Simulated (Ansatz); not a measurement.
Question: Name a neutral molecule of C, Ge, N and H with LUMO energy (PBE/def2-TZVPP) between -1.05 and -0.75 eV and zero-point energy (PBE0-D4/def2-TZVP) between 235 and 251 kJ/mol (Ansatz, PBE0-D4/def2-TZVP geometry).

Answer: `[CH3][GeH]([CH3])[C]#N` (-0.88 eV, 235.5 kJ/mol). Other molecules can fit too; these were computed, each in one conformer that needn't be the lowest.
